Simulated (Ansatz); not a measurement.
Consider the ligand exchange at a Ti–I bond: `[F][Ti]([F])([Cl])[I]` + HBr → `[F][Ti]([F])([Cl])[Br]` + HI.

Computed with Ansatz on PBE0-D4/def2-TZVP structures; ΔE is electronic, products minus reactants. CCSD(T)/CBS adds triple-zeta CCSD(T) − MP2 to the extrapolated MP2 energy (def2 sets, frozen cores). DFT in def2-TZVPP. B3LYP here is the variant with VWN-RPA as its local correlation; programs differ in this. HSE06 is defined as in plane-wave codes. def2 core potentials past Kr. For Br, I, Ti outer-core shells are correlated without core-valence functions, which leaves a few kJ/mol of doubt a bond. Scalar relativity is left out up to krypton.

Is it downhill or uphill in electronic energy at CCSD(T)/CBS, and by how much? (Estimate.)

The calculation gave: Downhill: ΔE = -1.9 kcal/mol.

What do these levels give: PBE-D4, B97M-V, PBE0-D4, B3LYP-D4, CAM-B3LYP-D4, PBE-QIDH, r2SCAN, HSE06, CAM-B3LYP, SCS-MP2/def2-TZVPP, MP2/def2-QZVPP, CCSD/CBS(def2)? (Best estimate.)

The calculation gave: PBE-D4 -1.7, B97M-V -3.2, PBE0-D4 -2.0, B3LYP-D4 -2.3, CAM-B3LYP-D4 -3.1, PBE-QIDH -1.5, r2SCAN -2.3, HSE06 -2.2, CAM-B3LYP -3.4, SCS-MP2/def2-TZVPP -1.4, MP2/def2-QZVPP -0.4, CCSD/CBS(def2) -2.9 kcal/mol.

Largest T1 diagnostic among the species: 0.023, so the coupled-cluster value is less sure than usual.

In def2-TZVPP, CCSD(T) changes the Hartree–Fock value by +2.1 kcal/mol (the triples alone add +1.0 kcal/mol) and MP2 by +3.7 kcal/mol. Leaving LDA and LC-ωPBE aside and taking each functional with its dispersion term where it has one, the values spread over 1.7 kcal/mol, from B97M-V to PBE-QIDH.
